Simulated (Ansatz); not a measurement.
Input file for C3H5ClSi (`CC1=C(Cl)[SiH2]1`):

```yaml
crystal:
  periodic: [false, false, false]
  atoms:
    - {symbol: C, position_ang: [-1.103433, -0.986270, 0.562302]}
    - {symbol: C, position_ang: [-0.073020, -0.078753, 0.020318]}
    - {symbol: C, position_ang: [0.416384, 0.282292, -1.161016]}
    - {symbol: Cl, position_ang: [0.084495, -0.146700, -2.779049]}
    - {symbol: Si, position_ang: [1.262408, 1.161684, 0.158702]}
    - {symbol: H, position_ang: [-0.654548, -1.709562, 1.247908]}
    - {symbol: H, position_ang: [-1.844555, -0.423941, 1.136239]}
    - {symbol: H, position_ang: [-1.616214, -1.529694, -0.234796]}
    - {symbol: H, position_ang: [0.979306, 2.587512, 0.458058]}
    - {symbol: H, position_ang: [2.632277, 0.792330, 0.594334]}
basis:
  gaussian: {orbitals: def2-SVP}
correlation: {method: ccsd_t}
```

```sh
$ ansatz run in.yaml --threads 4 --pin off --events-out ev --progress --plain --max-ram 10444MiB
```

Log, shortened:

```
Functional definition: HF
1022 factors; integrals over basis functions are off by at most 1.1e-3 eV
mean field evaluation 1: about -23523.2318 eV, gradient 2.6e1 eV
mean field evaluation 2: about -23523.2389 eV, gradient 2.6e1 eV
mean field evaluation 4: about -23525.5530 eV, gradient 4.2e0 eV
mean field evaluation 8: about -23525.6197 eV, gradient 5.2e-4 eV
mean field -23525.61966072 eV, -864.5505762935 hartree, gradient 3.0e-6 eV, S^2 0.000000; 0 other end points of the search recorded, 0 dependent functions left out
13 core orbitals not correlated: weight in the atoms' cores, before any rotation towards them, 1.000 or more for the frozen orbitals, at most 0.000 for the correlated occupied ones
reference -23525.61966072 eV, -864.5505762935 hartree; 14, 14 occupied and 76, 76 virtual orbitals, 1022 factors
second order -17.14151355 eV of doubles, -0.00000000 eV of singles
cycle   1  -17.87937712 eV  change   -7.4e-1 eV  update   1.0e-1
cycle   2  -18.40238248 eV  change   -5.2e-1 eV  update   3.1e-2
cycle   3  -18.50296337 eV  change   -1.0e-1 eV  update   1.4e-2
cycle   4  -18.50075919 eV  change    2.2e-3 eV  update   4.2e-3
cycle   5  -18.50094533 eV  change   -1.9e-4 eV  update   1.7e-3
cycle   6  -18.50065172 eV  change    2.9e-4 eV  update   4.7e-4
cycle   7  -18.50049065 eV  change    1.6e-4 eV  update   1.6e-4
cycle   8  -18.50050316 eV  change   -1.3e-5 eV  update   5.3e-5
cycle   9  -18.50049945 eV  change    3.7e-6 eV  update   1.9e-5
perturbative correction -0.66783518 eV, -0.0245424901 hartree
Total energy: -23544.78799534 eV, -865.2549995983 hartree
```

Hardware: 4 threads of an Intel Xeon Platinum 8488C on a shared host. Wall time 2.8 s, peak host memory 0.51 GiB.

The correlation energy is -19.168 eV, 3.5 % of it from (T); the T1 diagnostic reads 0.0120.
